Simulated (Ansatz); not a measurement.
Species: H$_{5}$GeO, SMILES `[OH2+][GeH3]` (charge 1, multiplicity 1), formula H5GeO.

**Question.** How many basis functions does frozen-core CCSD(T)/cc-pVTZ // r2SCAN-D4/def2-TZVP (Ansatz, a program for electronic structure) use, how many core orbitals are frozen, and how many electrons are correlated?

**Answer.** 143 basis functions and 10 frozen orbitals, which leaves 24 correlated electrons (filled d shells below the valence shell are correlated). Core time is of the order of seconds.
